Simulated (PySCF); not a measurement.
# Radial density of Tm (thulium, neutral)

B2PLYP, [Xe] 4f13 6s2, 2F determinant. Calculation: PySCF 2.14, in cc-pVTZ-X2C; the spin-free X2C one-electron Hamiltonian (Gaussian nucleus).

```csv
r (bohr),4πr²ρ (e/bohr),4πr²(ρα − ρβ)
0.0169,91.12,0.0004
0.0284,82.41,0.0009
0.0479,114.5,0.0015
0.0805,112.1,0.0034
0.135,100.9,0.0591
0.228,88.38,0.4225
0.383,56.43,1.2473
0.644,43.99,1.2285
1.08,14.89,0.4526
1.82,4.607,0.0387
3.07,0.8458,-0.0011
5.16,0.3236,-0.0012
8.67,0.01993,-0.0002
14.6,6.682e-05,0.0000
```

Densities and radii are taken from the X2C orbitals without a picture-change correction, which distorts them close to the nucleus.

Spin-orbit coupling, absent here, splits the open shell strongly.
